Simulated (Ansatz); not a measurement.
## Two structures, one formula

The two ends of one reaction step of Si$_{3}$H$_{10}$O, singlet (PBE0-D4/def2-TZVP).

A:

```
14
angstrom
Si -1.9952 -0.2483 -0.2056
Si 1.3418 -0.1224 1.9649
H -3.2279 -0.8317 -0.7898
H -1.6577 -0.9732 1.0469
H -2.2209 1.1874 0.1083
H 0.6738 0.9210 1.1429
O -0.7784 -0.4085 -1.2836
Si 0.5017 0.3061 -2.0051
H 2.7602 0.2626 2.1754
H 0.6518 -0.2244 3.2752
H 1.2757 -1.4254 1.2591
H 0.4421 0.0285 -3.4614
H 1.7646 -0.2465 -1.4522
H 0.4683 1.7748 -1.7753
```

B:

```tsv
atom	x (Å)	y (Å)	z (Å)
Si1	-1.5715	-0.3245	0.9853
Si2	0.5519	-0.4537	1.9713
H3	-1.5939	-1.0155	-0.3325
H4	-2.5967	-0.9731	1.8505
H5	-1.9844	1.0908	0.7840
H6	0.4178	1.9514	-0.8082
O7	0.6296	1.0170	-0.7993
Si8	0.7429	0.2302	-2.2500
H9	1.0885	0.9039	2.2506
H10	0.4674	-1.1849	3.2671
H11	1.5019	-1.1869	1.0952
H12	-0.5344	0.3074	-3.0079
H13	1.0575	-1.1764	-1.9166
H14	1.8232	0.8144	-3.0896
```

Ansatz 0.2.0; basis: def2-TZVPP; cores frozen in the correlated methods. B3LYP uses VWN-RPA correlation.

Q: Which structure is lower at CCSD(T), and by how much? (An estimate is asked for; the value comes from the calculation.)

A: The calculation gives: A, by 98.3 kJ/mol (electronic energy, against the other). By their contacts, A is a complex of Si₂H₆O ([SiH3][O][SiH3]) + SiH₄ and B is a complex of Si₂H₆ ([SiH3][SiH3]) + SiH₄O ([OH][SiH3]).

All methods give the same order:

| method | E(B) − E(A) (kJ/mol) |
| --- | --- |
| SPW92 | 71.6 |
| PBE-D4 | 72.3 |
| BLYP-D4 | 93.2 |
| r2SCAN-D4 | 90.7 |
| B97M-V | 91.7 |
| PBE0-D4 | 80.8 |
| B3LYP-D4 | 98.8 |
| r2SCAN0-D4 | 94.4 |
| BHLYP-D4 | 109.7 |
| CAM-B3LYP-D4 | 104.7 |
| wB97X-V | 95.6 |
| wB97M-V | 99.1 |
| B2PLYP | 103.1 |
| PBE-QIDH | 93.8 |
| RPA on PBE | 100.8 |
| HF | 127.0 |
| MP2 | 105.2 |
| CCSD | 102.2 |
| CCSD(T) | 98.3 |

The T1 diagnostic stays at or below 0.012.

Labels in which every atom is bracketed show which atoms are joined, not bond orders.

For scale, one of the runs: CCSD(T)/def2-TZVPP, 297 basis functions, launched by `ansatz run in.yaml --threads 8 --pin off --events-out ev --progress --plain --max-ram 19148MiB`. Time: 2.1 min of wall clock on 8 CPU threads of an Arm Neoverse V1; the host was shared. Peak host memory: 9 GiB.
